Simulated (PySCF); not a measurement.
# Ionisation energy of Gd⁴⁹⁺ by level of theory

Gd⁴⁹⁺ [Ne] 3s2 3p3 (4S) → Gd⁵⁰⁺ [Ne] 3s2 3p2 (3P), as a difference of total energies. Computed with PySCF 2.14 in an uncontracted even-tempered set (16 s from 11 bohr⁻², ratio 2.5; 10 p from 15 bohr⁻², ratio 2.5; 4 d from 58 bohr⁻², ratio 2.7; 4 f from 87 bohr⁻², ratio 2.7), with the non-relativistic Hamiltonian (point nucleus). Correlated levels: outer shells: 1s2 frozen; virtual orbitals above 40 to 60 times the deepest correlated orbital energy dropped. The calculations carry no spin-orbit coupling.

```json
{"method": "UHF", "ionisation energy (eV)": "4259.8"}
{"method": "LDA", "ionisation energy (eV)": "4260.2"}
{"method": "PBE", "ionisation energy (eV)": "4260.8"}
{"method": "PBE0", "ionisation energy (eV)": "4261.0"}
{"method": "r2SCAN", "ionisation energy (eV)": "4261.8"}
{"method": "M06", "ionisation energy (eV)": "4261.6"}
{"method": "BLYP", "ionisation energy (eV)": "4261.2"}
{"method": "MP2 (outer shells)", "ionisation energy (eV)": "4259.9"}
{"method": "SCS-MP2 (outer shells)", "ionisation energy (eV)": "4259.6"}
```

Spin-orbit coupling is strong in these open shells (close to jj coupling). The scalar numbers leave it out and a first-order estimate fails, so it can dominate the gap to the real levels.

The ground level that NIST lists for one species does not belong to the high-spin term computed here, so part of any gap is the choice of state.

The gap to the reference is mostly relativistic.

For comparison: 4294 ± 4 eV (theoretical estimate listed by NIST; NIST Atomic Spectra Database, ionization energies).
